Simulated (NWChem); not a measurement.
System: C$_{2}$H$_{3}$CuFN; SMILES CC#[N]->[Cu][F]

No frequency run checked for a minimum.

Task: Give the equilibrium geometry at PBE-D3(BJ)/def2-SVP (NWChem) as a list of bonds and angles, with the point group.

Result: point group C3v; any orientation.
Bond lengths (Å): Cu1–F2 1.747, Cu1–N5 1.788, C3–C4 1.450, C3–H6 1.109, C3–H7 1.109, C3–H8 1.109, C4–N5 1.175. Angles (°): F2–Cu1–N5 179.9, C4–C3–H6 110.4, C4–C3–H7 110.4, C4–C3–H8 110.5, H6–C3–H7 108.5, H6–C3–H8 108.4, H7–C3–H8 108.5, C3–C4–N5 179.9, Cu1–N5–C4 179.9.
